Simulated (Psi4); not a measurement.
p-cresol (C7H8O), singlet, geometry from GFN2-xTB; PBE/STO-3G run with Psi4.

Here is a job for Psi4.
```
memory 2 GB

molecule mol {
0 1
C    -2.834855    0.116452    0.399174
C    -1.351199    0.042539    0.195433
C    -0.480797    0.698227    1.054647
C     0.887466    0.650350    0.857789
C     1.412338   -0.060877   -0.213030
O     2.753108   -0.138065   -0.446843
C     0.549995   -0.721977   -1.081062
C    -0.813327   -0.665969   -0.872920
H    -3.320255   -0.788189    0.040283
H    -3.075842    0.252699    1.450935
H    -3.247131    0.961480   -0.153749
H    -0.874900    1.255045    1.892830
H     1.552266    1.166167    1.539100
H     3.228898    0.361946    0.226987
H     0.968001   -1.273000   -1.908465
H    -1.473623   -1.184091   -1.553371
}

set {
  basis sto-3g
  reference rks
  scf_type pk
  puream true
  d_convergence 1e-8
  dft_radial_points 99
  dft_spherical_points 590
}

energy('pbe')
print_variables()
```

### Question
Predict the main parts of the log of this Psi4 run.

### Answer

```
   => Loading Basis Set <=

    Name: STO-3G
    Role: ORBITAL
    Keyword: BASIS

         ---------------------------------------------------------
                                   SCF
               by Justin Turney, Rob Parrish, Andy Simmonett
                          and Daniel G. A. Smith
                              RKS Reference
         ---------------------------------------------------------

  ==> Geometry <==

    Molecular point group: c1
    Full point group: C1

    Geometry (in Angstrom), charge = 0, multiplicity = 1:

       Center              X                  Y                   Z               Mass
    ------------   -----------------  -----------------  -----------------  -----------------
         C           -2.892044404817     0.123350696657     0.413243227225    12.000000000000
         C           -1.408388404817     0.049437696657     0.209502227225    12.000000000000
         C           -0.537986404817     0.705125696657     1.068716227225    12.000000000000
         C            0.830276595183     0.657248696657     0.871858227225    12.000000000000
         C            1.355148595183    -0.053978303343    -0.198960772775    12.000000000000
         O            2.695918595183    -0.131166303343    -0.432773772775    15.994914619570
         C            0.492805595183    -0.715078303343    -1.066992772775    12.000000000000
         C           -0.870516404817    -0.659070303343    -0.858850772775    12.000000000000
         H           -3.377444404817    -0.781290303343     0.054352227225     1.007825032230
         H           -3.133031404817     0.259597696657     1.465004227225     1.007825032230
         H           -3.304320404817     0.968378696657    -0.139679772775     1.007825032230
         H           -0.932089404817     1.261943696657     1.906899227225     1.007825032230
         H            1.495076595183     1.173065696657     1.553169227225     1.007825032230
         H            3.171708595183     0.368844696657     0.241056227225     1.007825032230
         H            0.910811595183    -1.266101303343    -1.894395772775     1.007825032230
         H           -1.530812404817    -1.177192303343    -1.539301772775     1.007825032230

  Running in c1 symmetry.

  Rotational constants: A =      0.18547  B =      0.04925  C =      0.03920 [cm^-1]
  Rotational constants: A =   5560.35796  B =   1476.56834  C =   1175.22827 [MHz]
  Nuclear repulsion =  344.248061425236358

  Charge       = 0
[...]
   @RKS iter   7:  -341.99853524520273   -8.50267e-07   5.66789e-06 DIIS
   @RKS iter   8:  -341.99853529195053   -4.67478e-08   2.31929e-06 DIIS
   @RKS iter   9:  -341.99853530039616   -8.44562e-09   6.83287e-07 DIIS
   @RKS iter  10:  -341.99853530113757   -7.41409e-10   5.55115e-08 DIIS
   @RKS iter  11:  -341.99853530114206   -4.49063e-12   1.18477e-08 DIIS
   @RKS iter  12:  -341.99853530114279   -7.38964e-13   1.64493e-09 DIIS
  Energy and wave function converged.

  ==> Post-Iterations <==

   Electrons on quadrature grid:
      Ntotal   =   58.0000041561 ; deviation = 4.156e-06

    Orbital Energies [Eh]
    ---------------------

    Doubly Occupied:

[...]
    Virtual:

[...]
      48A      0.778538

    Final Occupation by Irrep:
              A
    DOCC [    29 ]
    NA   [    29 ]
    NB   [    29 ]

  @RKS Final Energy:  -341.99853530114279

   => Energetics <=

    Nuclear Repulsion Energy =            344.2480614252363580
    One-Electron Energy =               -1147.4601051118133910
    Two-Electron Energy =                 510.4368086903492667
    DFT Exchange-Correlation Energy =     -49.2233003049149929
    Empirical Dispersion Energy =           0.0000000000000000
    VV10 Nonlocal Energy =                  0.0000000000000000
    Total Energy =                       -341.9985353011427947

Computation Completed

Properties will be evaluated at   0.000000,   0.000000,   0.000000 [a0]

Properties computed using the SCF density matrix

 Multipole Moments:

 ------------------------------------------------------------------------------------
     Multipole            Electronic (a.u.)      Nuclear  (a.u.)        Total (a.u.)
 ------------------------------------------------------------------------------------

 L = 1.  Multiply by 2.5417464519 to convert [e a0] to [Debye]
 Dipole X            :          6.5351105           -6.2681866            0.2669240
 Dipole Y            :         -0.4782032            0.7561388            0.2779355
 Dipole Z            :         -1.1939875            1.5420301            0.3480426
 Magnitude           :                                                    0.5192593

 ------------------------------------------------------------------------------------

  Variable Map:
  ----------------------------------------------------------------------------
[...]
  Array Variable Map:
  ----------------------------------------------------------------------------
[...]
[...]
```
